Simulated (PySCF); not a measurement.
Cl2FHOSn, SMILES [OH][Sn]([F])([Cl])[Cl]. Atoms are numbered in the order given.

```xyz
6

O      1.4627    -1.5722     0.0000
Sn     0.0012    -0.2287     0.0000
F     -1.6581    -1.2486     0.0000
Cl     0.0622     1.1090     1.9154
Cl     0.0622     1.1090    -1.9154
H      1.0435    -2.4587     0.0000
```
Charge 0, spin multiplicity 1.

Coordinates come from a PBE-D3(BJ)/def2-SVP optimisation. The def2 effective core potentials stand for the cores of Sn; spin–orbit coupling is left out. The values are those of a single conformer.

The numbers are results of PBE-D3(BJ)/def2-SVP in PySCF 2.14.0, not measurements.

Frequencies are harmonic and unscaled.

```csv
mode,ν (cm⁻¹),IR (km/mol),moving atoms (share of kinetic energy)
1,44,38.1,"H 41 %, O 31 %, F 16 %, Cl 12 %"
2,100,0.9,"Cl 77 %, Sn 9 %"
3,131,5.9,"Cl 33 %, Sn 28 %, O 27 %, F 9 %"
4,147,22.1,"H 56 %, O 16 %, Cl 14 %, F 12 %"
5,151,29.3,"F 48 %, O 23 %, Sn 15 %, Cl 9 %"
6,162,39.1,"F 42 %, O 26 %, Cl 17 %, Sn 15 %"
7,362,17.2,"Cl 84 %, Sn 13 %"
8,392,74.3,"Cl 70 %, Sn 29 %"
9,608,47.0,"O 63 %, F 25 %, Sn 11 %"
10,622,51.1,"F 61 %, O 22 %, Sn 16 %"
11,891,58.7,H 93 %
12,3672,98.8,H 94 %
```
